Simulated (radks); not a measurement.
Species: Hg I. Configuration: [Hg]. Calculated with a radial shooting solver on a logarithmic mesh with Libxc functionals: scalar-relativistic Kohn-Sham, LDA (Slater exchange, VWN5 correlation), spin-polarised, spherical densities, finite nucleus; Fermi nuclear charge, rms radius 5.4648 fm.

Normalised radial functions P(r) = r R(r), r in bohr:

r,6p
0.001012,0.0005
0.001393,0.0009
0.001918,0.0014
0.002642,0.0024
0.003668,0.0042
0.005051,0.0069
0.006956,0.0113
0.009579,0.0180
0.01319,0.0276
0.01817,0.0398
0.02502,0.0522
0.03445,0.0589
0.04744,0.0494
0.06534,0.0144
0.08998,-0.0410
0.1249,-0.0816
0.172,-0.0518
0.2369,0.0491
0.3262,0.1195
0.4492,0.0467
0.6186,-0.1206
0.852,-0.1925
1.173,-0.0601
1.616,0.1907
2.225,0.4079
3.089,0.5048
4.254,0.4628
5.858,0.3269
8.067,0.1747
11.11,0.0687
15.3,0.0189

6p (empty): eigenvalue -1.184 eV, 4 radial nodes at r = 0.0715, 0.206, 0.493, 1.27 bohr, <r> = 4.36 bohr, 90 % of the charge inside 6.92 bohr.
